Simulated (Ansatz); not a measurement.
Consider the redistribution: `O[SiH2][SiH](F)S` + `N[SiH2]S[SiH3]` → `N[SiH2][SiH](F)S` + `O[SiH2]S[SiH3]`.

Isolated molecules relaxed with PBE0-D4/def2-TZVP in Ansatz; ΔE leaves out vibrations. CCSD(T)/CBS adds triple-zeta CCSD(T) − MP2 to the extrapolated MP2 energy (def2 sets, frozen cores). Functionals use def2-TZVPP. B3LYP here is the variant with VWN-RPA as its local correlation; programs differ in this. One conformer a species, not always the lowest.

```csv
species,B3LYP-D4 energy (Eh)
`O[SiH2][SiH](F)S`,-1155.57837
`N[SiH2]S[SiH3]`,-1036.35574
`N[SiH2][SiH](F)S`,-1135.68698
`O[SiH2]S[SiH3]`,-1056.25116
```

(1) Work out ΔE.

Largest T1 diagnostic among the species: 0.012.

Answers

(1) ΔE = (-1135.68698) + (-1056.25116) − (-1155.57837) − (-1036.35574) = -0.00403 Eh = -10.6 kJ/mol. CCSD(T)/CBS gives -9.5 kJ/mol.

In def2-TZVPP, CCSD(T) changes the Hartree–Fock value by −6.6 kJ/mol (the triples alone add −1.2 kJ/mol) and MP2 by −7.5 kJ/mol.
